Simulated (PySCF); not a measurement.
A structure optimised at PBE-D3(BJ)/def2-SVP, used in a PySCF frequency run:

```xyz
5

Ta     0.0000     0.0000     0.0000
F     -1.0547     1.0547    -1.0547
F      1.0547     1.0547     1.0547
F      1.0547    -1.0547    -1.0547
F     -1.0547    -1.0547     1.0547
```
Charge +1, spin multiplicity 1.

Problem. Write its SMILES, formula and point group.

Solution. [F][Ta+]([F])([F])[F], F4Ta, Td

Problem. What are its rotational constants (standard atomic weights)?

Solution. 2.9892, 2.9892, 2.9892 GHz
